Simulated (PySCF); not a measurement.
Polarisability and C₆ of H⁻ (hydrogen, charge -1)

1s2, closed-shell 1S. Calculation: PySCF 2.14, in aug-cc-pVQZ (5s4p3d2f, 46 functions); no relativity, point nucleus. Coupled (time-dependent) response in atomic units; α is the mean over directions.

| method | mean α (bohr³) | C₆ (like pair) | S(−4) |
| --- | --- | --- | --- |
| UHF | 33.22 | 207.3 | 532.8 |
| wB97X-V | 35.41 | 227.9 | 607.7 |

S(−4) is the Cauchy moment in α(ω) = α(0) + S(−4) ω² + …

α(iu) at UHF:

```csv
u (hartree),α(iu) (bohr³)
0,33.22
0.0500,31.94
0.100,28.63
0.200,20.25
0.300,13.63
0.500,6.693
0.750,3.380
1.00,2.009
1.50,0.9410
2.00,0.5446
3.00,0.2503
5.00,0.09295
```

For an ion, C₆ is the dispersion term alone; charge-induced terms of lower order in 1/R come first.
